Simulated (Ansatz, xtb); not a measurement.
System: sum formula SiOCl$_{2}$, charge 1, multiplicity 2. 
Geometry from a B3LYP-D3(BJ)/def2-TZVP (Ansatz, a quantum-chemistry and plane-wave program) optimisation:
```xyz
4

Si    -0.2252    -0.1979    -0.0195
O     -1.4337    -1.2601    -0.1244
Cl    -0.5261     1.5508    -0.8230
Cl     1.3863    -0.7948     0.8976
```
Charge +1, spin multiplicity 2.

Harmonic wavenumbers from GFN2-xTB (xtb, at its own minimum), cm⁻¹: 71, 108, 267, 436, 486, 1301.

Q: Give the harmonic wavenumbers at B3LYP-D3(BJ)/def2-TZVP (Ansatz, finite differences of forces, unscaled).

A: 177, 179, 252, 511, 760, 970 cm⁻¹. Zero-point energy 4.1 kcal/mol.

Q: From these and the geometry, give the ideal-gas thermochemistry at 298.15 K and 1 atm (rigid rotor, harmonic oscillator).

A: Point group C2v, rotational symmetry number 2. Rotational constants 5.988, 2.353, 1.689 GHz. S(trans) 40.13, S(rot) 25.63, S(vib) 7.39, S(elec, spin only) 1.38, S 74.5 cal/(mol K). H(298) - H(0) 3.64 kcal/mol; G - E(el) -14.5 kcal/mol.
